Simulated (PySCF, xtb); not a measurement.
Mg(H)(Me) (CH₄Mg), SMILES [CH3][MgH].

Harmonic wavenumbers (cm⁻¹) from GFN2-xTB in xtb at its own minimum, in rising order: 43, 186, 441, 483, 496, 1144, 1266, 1501, 1502, 2897, 2926, 3003.

### Question
What does PBE-D3(BJ)/def2-TZVP (PySCF) give at its own minimum? (An estimate is asked for; the answer gives what the named calculation found.)

### Answer
287, 287, 528, 560, 560, 1110, 1400, 1400, 1562, 2952, 3030, 3030. Paired by order, the mean absolute difference is 91 cm⁻¹ and the zero-point energies are 22.7 and 23.9 kcal/mol.
